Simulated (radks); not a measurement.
Results of a calculation; reference values are marked as such.
Polarisability of the krypton ion Kr+, [Ar] 3d10 4s2 4p5, at imaginary frequency. Code: a radial shooting solver on a logarithmic mesh with Libxc functionals. Model: non-relativistic Kohn-Sham, PBE, spin-polarised, spherical densities, point nucleus; open shells are filled with parallel spins first. Response by self-consistent Sternheimer equations with the Hartree and adiabatic LDA kernel.

w (hartree),alpha1(iw) (bohr^3)
0.00266,11.04
0.0143,11.04
0.0360,11.01
0.0697,10.93
0.118,10.73
0.186,10.31
0.280,9.519
0.413,8.247
0.605,6.502
0.892,4.532
1.35,2.740
2.12,1.430
3.59,0.6485
6.94,0.2484
17.5,0.06143

Static values: alpha1 = 11.04 bohr^3 (1.636 angstrom^3; uncoupled 17.32). C6 = 68.35, triple-dipole C9 = 548.9 atomic units. One-pole (London) frequency 4 C6 / (3 alpha1^2) = 0.748 hartree, against 0.701 for minus the highest occupied eigenvalue.
